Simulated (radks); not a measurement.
Values are calculated unless marked as measured or tabulated.
Dipole-allowed excitations along the series with 36 electrons in [Kr]. Level of theory: scalar-relativistic Kohn-Sham, LB94 model potential, spin-unpolarised, spherical densities, finite nucleus; Fermi nuclear charge, rms radius of each element as measured or else 0.836 A^(1/3) + 0.57 fm (a radial shooting solver on a logarithmic mesh with Libxc functionals). Time-dependent linear response with the Hartree and adiabatic LDA kernel, continuum included through the Sternheimer equations, no spin-orbit coupling, so fine structure and intercombination lines are absent. Lines are the poles of the dipole polarisability below minus the highest occupied eigenvalue, found on a grid refined at the orbital gaps; the lowest seven at most are given, and weak or close lines can be missed. The first line takes the name of the lowest orbital gap if no other gap lies below it; otherwise a line is named after a gap within 0.6 % of it, if that gap stands alone.

| species | -e(HOMO) (eV) | lowest orbital gap (eV) | first line (eV) | f | static alpha (bohr^3) |
|---|---|---|---|---|---|
| Ce22+ | 757.53 | 4p-4d 108.20 | 132.83 (4p-4d) | 3.78 | 0.1800 |
| Pr23+ | 812.49 | 4p-4d 112.84 | 138.26 (4p-4d) | 3.72 | 0.1631 |
| Nd24+ | 869.28 | 4p-4d 117.57 | 143.77 (4p-4d) | 3.65 | 0.1482 |
| Pm25+ | 927.90 | 4p-4d 122.37 | 149.36 (4p-4d) | 3.59 | 0.1350 |
